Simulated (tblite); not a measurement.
Compound: C2H6NSSi (doublet state).
Geometry (GFN2-xTB, Å), atoms numbered from 1 in this order:
```xyz
11
C2H6NSSi angstrom
C     -1.9908    0.0416   -0.0136
C     -0.5683   -0.2888   -0.3542
S     -0.2486   -1.4449   -1.5519
Si     0.8557    0.4562    0.4697
N      2.4109   -0.1386    0.1275
H     -2.5278    0.3509   -0.9112
H     -2.0550    0.8343    0.7302
H     -2.4966   -0.8447    0.3724
H      0.8851    1.5003    1.4728
H      3.2432    0.4247    0.1751
H      2.4976   -0.8883   -0.5426
```

Method: GFN2-xTB as coded in tblite; computed harmonic values from a numerical Hessian at the method's own geometry, unscaled. Against measured fundamentals such values can be off by several per cent, at times by over 20. Modes of hydrogen on silicon can be 10 to 20 % off. One conformer, not necessarily the lowest. Open shells enter through the occupations alone, without spin polarisation, and single modes of such species can be off by tens of per cent.

Harmonic wavenumbers (cm⁻¹): 73.0, 99.0, 112.5, 181.9, 263.7, 288.4, 295.4, 319.0, 439.0, 563.1, 637.7, 792.4, 882.1, 981.4, 999.6, 1117.6, 1207.4, 1396.0, 1465.8, 1469.4, 1482.8, 2385.2, 2977.9, 2998.7, 3005.4, 3446.8, 3502.7.

A = 4446, B = 2344, C = 1553 MHz; mass 103.999 u (most abundant isotopes); point group C1, symmetry number 1; spin multiplicity 2.

Task: Zero-point energy?

Result: ½Σν̃ = 16692 cm⁻¹ = 199.68 kJ/mol.

Task: Give the ideal-gas entropy at 298.15 K and 1 bar in the rigid-rotor, harmonic-oscillator model (classical rotation).

Result: Translation 166.78, rotation 114.59, vibration 89.57, spin (R ln 2) 5.76: S = 376.7 J/(mol K).

Task: And Cp and H(298.15 K) − H(0)?

Result: Cp = 119.91 J/(mol K), of which vibrations give 86.65 (their classical limit is 27 R = 224.5); H(298.15 K) − H(0) = 24.16 kJ/mol without the zero-point energy, 14.24 from vibrations.

Task: What must be added to the electronic energy to get the Gibbs energy at 298.15 K and 1 bar?

Result: ZPE + [H(298.15 K) − H(0)] − T·S = 199.68 + 24.16 − 112.31 = 111.53 kJ/mol.

Task: Blend soft modes into free rotors: weight 1/[1 + (100 cm⁻¹/ν̃)⁴] for the oscillator and the rest for a rotor with moment μB/(μ + B), μ = h/(8π²ν), B = 10⁻⁴⁴ kg m². What vibrational entropy results?

Result: 84.61 J/(mol K) in place of 89.57, which changes −T·S at 298.15 K by +1.48 kJ/mol.

Task: How do the functions run with temperature in this model?

Result: 
```json
{"T (K)": "100", "S (J/(mol K))": "275.5", "Cp (J/(mol K))": "69.5", "H − H(0) (kJ/mol)": "4.91", "G − H(0) (kJ/mol)": "-22.64", "ln q(vib)": "1.07"}
{"T (K)": "200", "S (J/(mol K))": "333.3", "Cp (J/(mol K))": "98.5", "H − H(0) (kJ/mol)": "13.41", "G − H(0) (kJ/mol)": "-53.24", "ln q(vib)": "3.08"}
{"T (K)": "300", "S (J/(mol K))": "377.4", "Cp (J/(mol K))": "120.3", "H − H(0) (kJ/mol)": "24.38", "G − H(0) (kJ/mol)": "-88.86", "ln q(vib)": "5.06"}
{"T (K)": "500", "S (J/(mol K))": "447.4", "Cp (J/(mol K))": "154.2", "H − H(0) (kJ/mol)": "52.04", "G − H(0) (kJ/mol)": "-171.64", "ln q(vib)": "8.68"}
{"T (K)": "800", "S (J/(mol K))": "527.4", "Cp (J/(mol K))": "186.4", "H − H(0) (kJ/mol)": "103.53", "G − H(0) (kJ/mol)": "-318.42", "ln q(vib)": "13.39"}
{"T (K)": "1000", "S (J/(mol K))": "570.7", "Cp (J/(mol K))": "201.0", "H − H(0) (kJ/mol)": "142.33", "G − H(0) (kJ/mol)": "-428.33", "ln q(vib)": "16.14"}
```

q(vib) and H(0) count from the zero-point level.

Hindered rotation and anharmonicity are outside this model. Other conformers, if any are populated, would add a mixing term that is left out. The structure is chiral; the term R ln 2 for an equal mix with its mirror image is left out.

On an Arm Neoverse V2 with one thread, shared host with 96 logical CPUs at a one-minute load of 48, this took 0.22 s. This covers the Hessian and the dipole derivatives.
